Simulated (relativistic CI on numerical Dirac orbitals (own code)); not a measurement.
# Au+: q coefficients and field-shift factors

Method of calculation: Dirac-Coulomb-Breit CI, separate exchange-only KLI orbitals for each configuration, valence Slater integrals scaled by 0.85, P86 correlation energy added to each configuration, derivatives by finite differences, QED left out (own radial code, finite nucleus).

Configurations in the expansion (outside the closed core [Xe] 4f14): 5d10, 5d9 6s, 5d8 6s2, 5d9 6p, 5d9 7s, 5d9 6d, 5d9 7p, 5d8 6s 6p. Levels of other configurations are missing.

With x = (α/α₀)² − 1 an excitation energy changes as ω = ω₀ + qx; K = 2q/ω₀ is the relative enhancement. Terms are leading LS components, so labels can repeat. The field-shift factor is F = δν/δ⟨r²⟩ for the transition from the lowest level.

Lowest level 5d10 1S_0.

```tsv
Level	ω₀ (cm⁻¹)	q (cm⁻¹)	K	F (GHz/fm²)
5d9 6s 3D_3	17497.1	-40850	-4.67	66.1
5d9 6s 3D_2	20431.0	-39780	-3.89	65.5
5d9 6s 3D_1	29448.4	-30060	-2.04	67.9
5d9 6s 1D_2	31988.8	-32020	-2	69
5d8 6s2 3F_4	48112.9	-85750	-3.56	141
5d8 6s2 1D_2	56743.2	-82350	-2.9	136
5d8 6s2 3F_3	59032.3	-75470	-2.56	143
5d9 6p 3P°_2	62872.0	-26670	-0.849	11.4
5d9 6p 3F°_3	65481.8	-26150	-0.799	10.6
5d8 6s2 3P_2	65893.2	-74790	-2.27	143
5d8 6s2 3P_0	67484.5	-82080	-2.43	141
5d8 6s2 3P_1	70407.2	-75790	-2.15	143
5d9 6p 3F°_4	71137.7	-16660	-0.468	8.61
```

Correlation outside the listed configurations is missing or only estimated: errors of thousands of cm⁻¹ between configurations and terms are usual at this charge. Rates and lifetimes follow the computed energies and can be off by large factors. The fine structure of a lone outer electron comes out too small, for d and f at times inverted, and misplaced configurations move strength between like terms.
